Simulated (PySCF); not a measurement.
Two-photon absorption: `C#CC=C=C([SiH3])C#C`, C₇H₆Si

Molfile (atoms numbered from 1):
```
C7H6Si
     RDKit          3D

 14 13  0  0  0  0  0  0  0  0999 V2000
    3.7029    0.4012   -0.3778 C   0  0  0  0  0  0  0  0  0  0  0  0
    2.7172   -0.0778    0.1422 C   0  0  0  0  0  0  0  0  0  0  0  0
    1.5812   -0.6598    0.7733 C   0  0  0  0  0  0  0  0  0  0  0  0
    0.3348   -0.4063    0.4301 C   0  0  0  0  0  0  0  0  0  0  0  0
   -0.9097   -0.2049    0.0545 C   0  0  0  0  0  0  0  0  0  0  0  0
   -1.6426   -1.3369   -1.2830 Si  0  0  0  0  0  4  0  0  0  0  0  0
   -1.7448    0.8205    0.5863 C   0  0  0  0  0  0  0  0  0  0  0  0
   -2.5155    1.6669    0.9895 C   0  0  0  0  0  0  0  0  0  0  0  0
    4.5712    0.8297   -0.8425 H   0  0  0  0  0  0  0  0  0  0  0  0
    1.7621   -1.3604    1.6007 H   0  0  0  0  0  0  0  0  0  0  0  0
   -2.0336   -0.5119   -2.4629 H   0  0  0  0  0  0  0  0  0  0  0  0
   -0.6079   -2.3390   -1.6637 H   0  0  0  0  0  0  0  0  0  0  0  0
   -2.8532   -2.0171   -0.7367 H   0  0  0  0  0  0  0  0  0  0  0  0
   -3.1832    2.4232    1.3579 H   0  0  0  0  0  0  0  0  0  0  0  0
  1  2  3  0
  2  3  1  0
  3  4  2  0
  4  5  2  0
  5  6  1  0
  5  7  1  0
  7  8  3  0
  1  9  1  0
  3 10  1  0
  6 11  1  0
  6 12  1  0
  6 13  1  0
  8 14  1  0
M  END
```

Computed, not measured: TDDFT CAM-B3LYP/aug-cc-pVDZ excited states, vertical, gas phase in PySCF 2.14.0. Geometry: PBE0-D3(BJ)/def2-SVP.

Give the one- and two-photon strengths of the lowest singlets.

δ for parallel linear polarisation; σ at the peak of a Lorentzian of half width 0.1 eV, single beam; Ω is circular over linear.
| state | E (eV) | f | photon λ (nm) | δ (au) | σ (GM) | Ω | main |
| --- | --- | --- | --- | --- | --- | --- | --- |
| S1 | 4.71 | 0.001 | 526 | 0.35 | 0.00 | 1.31 | HOMO→LUMO 0.88 |
| S2 | 5.23 | 0.001 | 474 | 0.88 | 0.01 | 1.25 | HOMO−1→LUMO+1 0.85 |
| S3 | 5.39 | 0.002 | 460 | 0.48 | 0.01 | 1.44 | HOMO−2→LUMO 0.79 |
| S4 | 5.52 | 0.743 | 449 | 6.41 | 0.07 | 1.08 | HOMO→LUMO+1 0.58, HOMO−1→LUMO 0.22 |
| S5 | 5.60 | 0.047 | 443 | 44.4 | 0.51 | 0.87 | HOMO−1→LUMO 0.56, HOMO→LUMO+1 0.19 |
| S6 | 5.64 | 0.004 | 440 | 4.32 | 0.05 | 0.74 | HOMO−3→LUMO+1 0.65, HOMO−2→LUMO+1 0.12 |

Among these, the strongest one-photon state is S4, the strongest two-photon state S5, with a dipole change of 0.7 D (relaxed, norm of the difference vector).
